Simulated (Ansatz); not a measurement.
Reaction (redistribution): `C[NH][AlH][O][SiH3]` + `OBCO` → `C[NH][AlH][OH]` + `OCBO[SiH3]`

Calculated with Ansatz (gas phase, PBE0-D4/def2-TZVP geometries, no zero-point term in ΔE). CCSD(T)/CBS adds triple-zeta CCSD(T) − MP2 to the extrapolated MP2 energy (def2 sets, frozen cores). DFT in def2-TZVPP. One conformer a species, not always the lowest.

```csv
level,ΔE (eV)
PBE-D4,0.42
r2SCAN-D4,0.43
B2PLYP,0.39
SCS-MP2/def2-TZVPP,0.39
CCSD/def2-TZVPP,0.40
MP2/def2-QZVPP,0.39
SCS-MP2/def2-QZVPP,0.39
CCSD/CBS(def2),0.39
```

Q: What does CCSD(T)/CBS give? (Best estimate.)

A: Ansatz gave: +0.39 eV. The listed levels differ from it by 0.03, 0.04, 0.00, 0.00, 0.01, 0.00, 0.00, 0.00 eV.

Largest T1 diagnostic among the species: 0.012.
